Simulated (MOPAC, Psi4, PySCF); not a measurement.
Intermolecular potential of H4O4Si ··· H4O4Si (SMILES O[Si](O)(O)O and O[Si](O)(O)O), singlet. Monomers: optimised at B3LYP-D3(BJ) (def2-TZVP), held rigid. Orientation: lowest of the rigid-body minima from ten starts at GFN2-xTB. Only R, the distance of the centres of mass, is varied, so the lowest point isn't the relaxed dimer. The table gives interaction energies.

| R / Å | A | B | C |
|---|---|---|---|
| 3.27 | 227.85 | 162.79 | 162.34 |
| 3.48 | 59.06 | 25.41 | 37.92 |
| 3.69 | -10.04 | -29.82 | -12.41 |
| 3.86 | -21.17 | -44.85 | -27.79 |
| 4.09 | -29.90 | -46.23 | -32.34 |
| 4.26 | -32.49 | -41.74 | -30.30 |
| 4.59 | -29.93 | -30.53 | -22.79 |
| 4.86 | -25.62 | -22.18 | -16.99 |
| 5.37 | -18.34 | -10.69 | -9.50 |
| 6.05 | -11.92 | -3.89 | -4.55 |
| 7.08 | -6.79 | -1.30 | -1.68 |
| 8.36 | -0.54 | -0.45 | -0.58 |

Energies in kJ/mol.

Task: Match the curves with the methods PM7, restricted, heats of formation (MOPAC); restricted B3LYP/6-31G*, spherical d, no counterpoise correction in PySCF; SAPT0/jun-cc-pVDZ, frozen core in Psi4.

Result: A is PM7; B is RKS-B3LYP/6-31G*; C is SAPT0/jun-cc-pVDZ.
